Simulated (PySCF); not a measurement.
PySCF input (BP86/def2-SVP):

```python
from pyscf import gto, dft

mol = gto.M(
    atom='''
    C    -2.19443100    0.28753400    0.29471900
    C    -1.17691100   -0.02544700   -0.52064600
    C    -0.06493400   -0.82036600    0.12327600
    Si    1.44153400    0.25876900   -0.07809400
    H    -3.04574100    0.89186900   -0.02745600
    H    -2.25642300   -0.04532000    1.35375900
    H    -0.21453800   -1.11194800    1.19278200
    H     0.14993900   -1.74170100   -0.43712000
    H     1.87413600    0.41262900   -1.49397100
    H     1.27385100    1.62243200    0.49199000
    H     2.65495000   -0.30105500    0.62923900
    ''',
    basis='def2-svp',
    charge=-1,
    spin=0,
    verbose=4,
)

mf = dft.RKS(mol, xc='bp86')
mf.grids.level = 3
mf.conv_tol = 1e-9
mf.max_cycle = 100
mf.max_memory = 1500
mf.kernel()
if not mf.converged:
    mf = mf.newton()
    mf.kernel(mf.make_rdm1())
mf.dip_moment()
```

Output:

```
PySCF version 2.14.0

[INPUT] verbose = 4
[INPUT] num. atoms = 11
[INPUT] num. electrons = 40
[INPUT] charge = -1
[INPUT] spin (= nelec alpha-beta = 2S) = 0
[INPUT] symmetry False subgroup None
[INPUT] Mole.unit = angstrom
[INPUT] Symbol           X                Y                Z      unit          X                Y                Z       unit  Magmom
[INPUT]  1 C     -2.194431000000   0.287534000000   0.294719000000 AA   -4.146873589255   0.543360511501   0.556938193706 Bohr   0.0
[INPUT]  2 C     -1.176911000000  -0.025447000000  -0.520646000000 AA   -2.224039462988  -0.048087860692  -0.983878347850 Bohr   0.0
[INPUT]  3 C     -0.064934000000  -0.820366000000   0.123276000000 AA   -0.122707476173  -1.550267061905   0.232957877732 Bohr   0.0
[INPUT]  4 Si     1.441534000000   0.258769000000  -0.078094000000 AA    2.724104459249   0.489002539528  -0.147576271972 Bohr   0.0
[INPUT]  5 H     -3.045741000000   0.891869000000  -0.027456000000 AA   -5.755616336359   1.685388148990  -0.051884320476 Bohr   0.0
[INPUT]  6 H     -2.256423000000  -0.045320000000   1.353759000000 AA   -4.264021491169  -0.085642387965   2.558233748665 Bohr   0.0
[INPUT]  7 H     -0.214538000000  -1.111948000000   1.192782000000 AA   -0.405418063312  -2.101277184758   2.254031306311 Bohr   0.0
[INPUT]  8 H      0.149939000000  -1.741701000000  -0.437120000000 AA    0.283343645391  -3.291337880881  -0.826037083570 Bohr   0.0
[INPUT]  9 H      1.874136000000   0.412629000000  -1.493971000000 AA    3.541603760188   0.779755801053  -2.823196028043 Bohr   0.0
[INPUT] 10 H      1.273851000000   1.622432000000   0.491990000000 AA    2.407229513503   3.065952135730   0.929726356025 Bohr   0.0
[INPUT] 11 H      2.654950000000  -0.301055000000   0.629239000000 AA    5.017128374414  -0.568911498431   1.189089376895 Bohr   0.0

nuclear repulsion = 145.38315340203
number of shells = 47
number of NR pGTOs = 157
number of NR cGTOs = 95
basis = def2-svp
ecp = {}

******** <class 'pyscf.dft.rks.RKS'> ********
method = RKS
initial guess = minao
damping factor = 0
level_shift factor = 0
DIIS = <class 'pyscf.scf.diis.CDIIS'>
diis_start_cycle = 1
diis_space = 8
diis_damp = 0
SCF conv_tol = 1e-09
SCF conv_tol_grad = None
SCF max_cycles = 100
direct_scf = True
direct_scf_tol = 1e-13
XC library pyscf.dft.libxc version 7.1.2
    S. Lehtola, C. Steigemann, M. J. T. Oliveira, and M. A. L. Marques,  SoftwareX 7, 1–5 (2018)
XC functionals = bp86
    A. D. Becke,  Phys. Rev. A 38, 3098 (1988)
    J. P. Perdew,  Phys. Rev. B 33, 8822 (1986)
    J. P. Perdew,  Phys. Rev. B 34, 7406–7406 (1986)
radial grids:
    Treutler-Ahlrichs [JCP 102, 346 (1995); DOI:10.1063/1.469408] (M4) radial grids

becke partition: Becke, JCP 88, 2547 (1988); DOI:10.1063/1.454033
pruning grids: <function nwchem_prune>
grids dens level: 3
symmetrized grids: False
atomic radii adjust function: <function treutler_atomic_radii_adjust>
small_rho_cutoff = 0
Set gradient conv threshold to 3.16228e-05
Initial guess from minao.
tot grids = 130192
init E= -407.743948139307
  HOMO = -0.243661717909184  LUMO = -0.0889076252161196  gap/eV = 4.21107
cycle= 1 E= -407.62304349171  delta_E= 0.121  |g|= 0.676  |ddm|= 3.31
  HOMO = 0.200798149908617  LUMO = 0.215348684308319  gap/eV = 0.39594
cycle= 2 E= -406.241379245392  delta_E= 1.38  |g|= 1.85  |ddm|= 15.4
  HOMO = 0.0405594427745135  LUMO = 0.187214832765429  gap/eV = 3.99070
cycle= 3 E= -407.743789899022  delta_E= -1.5  |g|= 0.344  |ddm|= 15.1
  HOMO = 0.0735383023919671  LUMO = 0.18439700024806  gap/eV = 3.01662
cycle= 4 E= -407.770803628629  delta_E= -0.027  |g|= 0.188  |ddm|= 0.902
  HOMO = 0.0701758868208309  LUMO = 0.174969314296335  gap/eV = 2.85157
cycle= 5 E= -407.777562267828  delta_E= -0.00676  |g|= 0.108  |ddm|= 0.416
  HOMO = 0.0724717663621002  LUMO = 0.180862586673567  gap/eV = 2.94946
cycle= 6 E= -407.7811264731  delta_E= -0.00356  |g|= 0.0286  |ddm|= 0.198
  HOMO = 0.0725115216319052  LUMO = 0.180766519775777  gap/eV = 2.94577
cycle= 7 E= -407.781358276878  delta_E= -0.000232  |g|= 0.00562  |ddm|= 0.059
  HOMO = 0.071971571334017  LUMO = 0.180522059385865  gap/eV = 2.95381
cycle= 8 E= -407.781367682165  delta_E= -9.41e-06  |g|= 0.00117  |ddm|= 0.0162
  HOMO = 0.0719780112064696  LUMO = 0.180535211813626  gap/eV = 2.95399
cycle= 9 E= -407.781368116308  delta_E= -4.34e-07  |g|= 0.000259  |ddm|= 0.00266
  HOMO = 0.0719799843464628  LUMO = 0.180527076082437  gap/eV = 2.95372
cycle= 10 E= -407.781368141547  delta_E= -2.52e-08  |g|= 5.78e-05  |ddm|= 0.000881
  HOMO = 0.0719762182078196  LUMO = 0.180525924465896  gap/eV = 2.95379
cycle= 11 E= -407.781368142825  delta_E= -1.28e-09  |g|= 1.65e-05  |ddm|= 0.000165
  HOMO = 0.0719792681522753  LUMO = 0.180526640423605  gap/eV = 2.95372
cycle= 12 E= -407.781368142894  delta_E= -6.84e-11  |g|= 9.56e-06  |ddm|= 8.12e-05
  HOMO = 0.0719754029286372  LUMO = 0.180526232608008  gap/eV = 2.95382
Extra cycle  E= -407.781368142789  delta_E= 1.05e-10  |g|= 2.03e-05  |ddm|= 0.000101
converged SCF energy = -407.781368142789

WARN: System has nonzero charge -1; the dipole moment is origin-dependent.
Location of origin: [0. 0. 0.]

Dipole moment(X, Y, Z, Debye):  3.26905, -0.76644,  1.15073
```

The dipole moment of an ion depends on the origin.

The geometry given is a B3LYP-D3(BJ)/def2-TZVP minimum.
